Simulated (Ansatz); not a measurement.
Reaction (ligand exchange at the Si–O bond): `[SiH3]O[Si]O[SiH3]` + `[SiH3][AlH][SH]` → `[SiH3][AlH][S][SiH3]` + `O[Si]O[SiH3]`

Calculated with Ansatz (gas phase, PBE0-D4/def2-TZVP geometries, no zero-point term in ΔE). CCSD(T)/CBS is the MP2 limit (def2-TZVPP, def2-QZVPP) plus CCSD(T) − MP2 in def2-TZVPP, frozen cores. This one scheme is used for every species. DFT in def2-TZVPP. Each species was taken in one conformer, which may not be the lowest.

`[SiH3]O[Si]O[SiH3]`:

Z-matrix (Å, degrees):
```
Si
O 1 1.643
H 1 1.483 2 108.8
H 1 1.486 2 110.6 3 -120.2
H 1 1.483 2 108.8 3 119.6
Si 2 1.640 1 146.7 3 120.1
O 6 1.640 2 100.5 1 179.9
Si 7 1.643 6 146.7 2 -180.0
H 8 1.483 7 108.8 6 120.1
H 8 1.483 7 108.8 6 -120.3
H 8 1.486 7 110.6 6 -0.1
```

`[SiH3][AlH][SH]`:

```xyz
8

Si   -0.956    1.108    0.537
Al    0.592   -0.733    0.086
S     1.077   -1.114   -2.011
H    -1.450    1.739   -0.717
H    -0.293    2.166    1.353
H    -2.139    0.631    1.310
H     1.267   -1.660    1.179
H     1.903   -2.138   -1.738
```

`[SiH3][AlH][S][SiH3]`:

```xyz
11

Si    0.033   -1.617    0.971
Al   -1.686   -0.388   -0.275
S    -1.226    1.515   -1.248
Si    0.843    1.715   -0.751
H     0.873   -0.708    1.799
H    -0.586   -2.624    1.878
H     0.938   -2.344    0.036
H    -3.183   -0.869   -0.463
H     1.552    0.416   -0.886
H     1.427    2.694   -1.700
H     1.016    2.211    0.638
```

`O[Si]O[SiH3]`:

Z-matrix (Å, degrees):
```
Si
O 1 1.646
H 1 1.484 2 108.8
H 1 1.484 2 108.8 3 119.4
H 1 1.486 2 110.6 3 -120.3
Si 2 1.656 1 142.0 3 119.9
O 6 1.643 2 101.2 1 -179.6
H 7 0.963 6 118.3 2 0.0
```

```csv
level,ΔE (kJ/mol)
PBE0-D4,21.5
r2SCANh-D4,29.6
```

Q: What does CCSD(T)/CBS give? (Best estimate.)

A: Ansatz gave: +32.0 kJ/mol. The listed levels differ from it by -10.5, -2.4 kJ/mol.

Largest T1 diagnostic among the species: 0.014.

The D4 term adds −7.1 kJ/mol with B3LYP and −3.8 kJ/mol with PBE0; it sums over pairs of atoms, weighted by their polarisabilities, and B3LYP, whose exchange is more repulsive, gets the larger term. From PBE to PBE0 (25 % exact exchange), in def2-TZVPP and without D4, ΔE moves by +3.1 kJ/mol. In def2-TZVPP, CCSD(T) changes the Hartree–Fock value by −24.1 kJ/mol (the triples alone add −4.4 kJ/mol) and MP2 by −27.8 kJ/mol.

B3LYP here is the variant with VWN-RPA as its local correlation; programs differ in this.
